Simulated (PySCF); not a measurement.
A structure optimised at PBE-D3(BJ)/def2-SVP, used in a PySCF frequency run:

```xyz
9

N     -1.7529    -0.5101     0.0000
Ge    -0.0244     0.0134     0.0000
O      0.3121     0.8820    -1.5180
O      0.3121     0.8820     1.5180
F      1.1285    -1.3177     0.0000
H     -2.2669    -0.2365    -0.8426
H     -2.2669    -0.2365     0.8426
H      1.2174     0.6805    -1.8226
H      1.2174     0.6805     1.8226
```
Charge 0, spin multiplicity 1.

Q: Write its SMILES, formula and point group.

A: [NH2][Ge]([OH])([OH])[F], FGeH₄NO₂, Cs

Q: What are its rotational constants (standard atomic weights)?

A: 3.5186, 3.4561, 3.0386 GHz
